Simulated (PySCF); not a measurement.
# Radial density of Cs (caesium, neutral)

LC-wPBE, [Xe] 6s1, 2S determinant. All numbers are calculated (PySCF 2.14, the spin-free X2C one-electron Hamiltonian (Gaussian nucleus), in aug-cc-pwCVTZ-X2C).

| r (bohr) | 4πr²ρ (e/bohr) | 4πr²(ρα − ρβ) |
| --- | --- | --- |
| 0.0269 | 65.88 | -0.0002 |
| 0.0452 | 67.39 | -0.0001 |
| 0.0761 | 93.12 | 0.0024 |
| 0.128 | 71.34 | -0.0002 |
| 0.215 | 78.64 | 0.0045 |
| 0.362 | 41.56 | 0.0005 |
| 0.609 | 31.00 | 0.0071 |
| 1.02 | 14.66 | 0.0153 |
| 1.72 | 6.029 | 0.0030 |
| 2.90 | 1.573 | 0.0629 |
| 4.88 | 0.2602 | 0.2177 |
| 8.20 | 0.07682 | 0.0768 |
| 13.8 | 0.001738 | 0.0017 |

Densities and radii are taken from the X2C orbitals without a picture-change correction, which distorts them close to the nucleus.

Spin-orbit coupling, which splits the p, d and f shells strongly at this Z, is absent.
